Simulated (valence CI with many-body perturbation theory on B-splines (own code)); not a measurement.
Energy levels of Hg⁶⁵⁺

Computed by relativistic CI+MBPT: five valence electrons over a frozen Dirac-Fock core [Ne], a basis of 11 s, 11 p, 10 d, 8 f, 5 g, 2 h functions for each j, with the one-electron correlation potential Σ1 (screened to all orders), the two-electron term Σ2, the three-electron term Σ3, Breit, model QED; selected single and double excitations, second order for the rest, scaled by the run's own slope (own B-spline code, finite nucleus).

No measured spectrum was set against this ion. As an estimate, large intervals hold to a few tenths of a per cent, small ones and those within an open d or f shell to about a per cent. Among the levels kept, up to 3300 cm⁻¹ of a level comes from second order outside the variational space, and about a tenth of that is noise between levels of different J, which matters for small intervals.

Levels 1 to 45 of 171, with energies above the lowest level, (3s^2 3p1/2^2 3p3/2) J=3/2. "Leading %" is the weight of the configuration and term that name the level; weights of strongly mixed levels are sums over their largest components and can fall short. In the jj column 3d3/2^4 stands for four electrons in 3d with j = 3/2. Lifetimes count E1, E2, E3, M1 and M2 decay at the calculated energies, and are blank where another channel may lead or the interval is too uncertain; long ones can be off by a factor of two.

```tsv
No.	Configuration	Term	J	E (× 10³ cm⁻¹)	Leading %	g	Lifetime	Leading jj
1	3s2.3p3	2P°	3/2	0.00	48	1.333		3s^2 3p1/2^2 3p3/2 (100 %)
2	3s2.3p2.3d	2D	3/2	2048.6	42	0.776	63.9 ps	3s^2 3p1/2^2 3d3/2 (100 %)
3	3s2.3p2.3d	2D	5/2	3112.1	34	1.190	2.73 ps	3s^2 3p1/2^2 3d5/2 (99 %)
4	3s2.3p3	4S°	3/2	4051.9	55	1.451	829 ps	3s^2 3p1/2 3p3/2^2 (99 %)
5	3s2.3p3	2D°	5/2	4154.9	99	1.183	1.68 ns	3s^2 3p1/2 3p3/2^2 (99 %)
6	3s2.3p3	2P°	1/2	4292.7	99	0.643	1.42 ns	3s^2 3p1/2 3p3/2^2 (99 %)
7	3s.3p4	4P	5/2	5649.8	65	1.451	1.55 ps	3s 3p1/2^2 3p3/2^2 (93 %)
8	3s.3p4	2P	3/2	5903.9	32	1.141	655 fs	3s 3p1/2^2 3p3/2^2 (64 %)
9	3s.3p4	2S	1/2	5931.2	54	2.002	798 fs	3s 3p1/2^2 3p3/2^2 (83 %)
10	3s2.3p2.3d	4F	5/2	6074.3	47	0.955	86.9 ps	3s^2 3p1/2 3p3/2 3d3/2 (99 %)
11	3s2.3p2.3d	4D	1/2	6105.7	79	0.227	70.2 ps	3s^2 3p1/2 3p3/2 3d3/2 (98 %)
12	3s2.3p2.3d	4F	3/2	6110.9	31	0.901	1.76 ps	3s^2 3p1/2 3p3/2 3d3/2 (90 %)
13	3s2.3p2.3d	2G	7/2	6183.0	54	1.012	477 ps	3s^2 3p1/2 3p3/2 3d3/2 (99 %)
14	3s2.3p2.3d	2D	5/2	6451.8	37	1.145	172 fs	3s^2 3p1/2 3p3/2 3d3/2 (95 %)
15	3s2.3p2.3d	2P	1/2	6551.1	38	1.657	125 fs	3s^2 3p1/2 3p3/2 3d3/2 (86 %)
16	3s2.3p2.3d	2D	3/2	6564.1	26	1.208	86.2 fs	3s^2 3p1/2 3p3/2 3d3/2 (74 %)
17	3s2.3p2.3d	4D	7/2	7018.5	48	1.299	458 ps	3s^2 3p1/2 3p3/2 3d5/2 (100 %)
18	3s2.3p2.3d	2G	9/2	7132.1	64	1.176	39.1 ns	3s^2 3p1/2 3p3/2 3d5/2 (100 %)
19	3s2.3p2.3d	2P	3/2	7136.3	46	1.322	3.10 ps	3s^2 3p1/2 3p3/2 3d5/2 (98 %)
20	3s2.3p2.3d	2F	5/2	7166.6	39	1.109	3.80 ps	3s^2 3p1/2 3p3/2 3d5/2 (98 %)
21	3s2.3p2.3d	2D	5/2	7333.0	41	1.281	1.01 ps	3s^2 3p1/2 3p3/2 3d5/2 (96 %)
22	3s2.3p2.3d	2F	7/2	7352.2	65	1.125	1.43 ps	3s^2 3p1/2 3p3/2 3d5/2 (98 %)
23	3s2.3p2.3d	2D	3/2	7429.8	60	0.932	1.91 ps	3s^2 3p1/2 3p3/2 3d5/2 (98 %)
24	3s2.3p2.3d	2P	1/2	7462.2	55	1.221	1.37 ps	3s^2 3p1/2 3p3/2 3d5/2 (97 %)
25	3s.3p3.3d	4D°	5/2	7663.9	29	1.246	17.4 ps	3s 3p1/2^2 3p3/2 3d3/2 (96 %)
26	3s.3p3.3d	4D°	3/2	7682.1	28	1.236	6.26 ps	3s 3p1/2^2 3p3/2 3d3/2 (96 %)
27	3s.3p3.3d	4P°	1/2	7704.3	46	2.324	17.3 ps	3s 3p1/2^2 3p3/2 3d3/2 (97 %)
28	3s.3p3.3d	2F°	7/2	7762.1	24	1.227	15.8 ps	3s 3p1/2^2 3p3/2 3d3/2 (96 %)
29	3s.3p3.3d	2D°	3/2	7920.1	29	1.005	834 fs	3s 3p1/2^2 3p3/2 3d3/2 (83 %)
30	3s.3p3.3d	2F°	5/2	8006.9	20	0.862	513 fs	3s 3p1/2^2 3p3/2 3d3/2 (72 %)
31	3s.3p3.3d	4D°	1/2	8052.4	41	0.550	398 fs	3s 3p1/2^2 3p3/2 3d3/2 (86 %)
32	3s2.3p.3d2	4G°	5/2	8259.7	38	0.798	232 fs	3s^2 3p1/2 3d3/2^2 (72 %)
33	3s2.3p3	2P°	3/2	8362.8	50	1.304	90.9 ps	3s^2 3p3/2^3 (98 %)
34	3s.3p3.3d	4F°	9/2	8608.5	50	1.336	20.9 ps	3s 3p1/2^2 3p3/2 3d5/2 (99 %)
35	3s2.3p.3d2	2P°	1/2	8637.3	40	0.633	133 fs	3s^2 3p1/2 3d3/2^2 (86 %)
36	3s2.3p.3d2	2D°	3/2	8668.1	35	0.802	86.3 fs	3s^2 3p1/2 3d3/2^2 (82 %)
37	3s.3p3.3d	4D°	5/2	8761.8	30	1.365	1.43 ps	3s 3p1/2^2 3p3/2 3d5/2 (97 %)
38	3s.3p3.3d	4D°	7/2	8824.3	32	1.264	1.89 ps	3s 3p1/2^2 3p3/2 3d5/2 (93 %)
39	3s.3p3.3d	2D°	3/2	8859.2	34	1.109	867 fs	3s 3p1/2^2 3p3/2 3d5/2 (89 %)
40	3s.3p3.3d	2F°	7/2	8971.8	29	1.175	457 fs	3s 3p1/2^2 3p3/2 3d5/2 (87 %)
41	3s.3p3.3d	2P°	1/2	9059.5	47	0.694	1.89 ps	3s 3p1/2^2 3p3/2 3d5/2 (96 %)
42	3s.3p3.3d	2F°	5/2	9095.9	19	1.098	616 fs	3s 3p1/2^2 3p3/2 3d5/2 (77 %)
43	3s.3p3.3d	2P°	3/2	9116.2	19	1.349	512 fs	3s 3p1/2^2 3p3/2 3d5/2 (83 %)
44	3s2.3p.3d2	4G°	7/2	9211.8	53	1.013	1.79 ps	3s^2 3p1/2 3d3/2 3d5/2 (96 %)
45	3s2.3p.3d2	2D°	5/2	9248.4	24	1.048	1.32 ps	3s^2 3p1/2 3d3/2 3d5/2 (94 %)
```

The ionisation energy to 3s2.3p2 3P_0 of the next ion comes out as 7348.5 eV (NIST: 7350 ± 30 eV (theoretical)). All 171 levels together are meant to be complete up to 14365 × 10³ cm⁻¹.
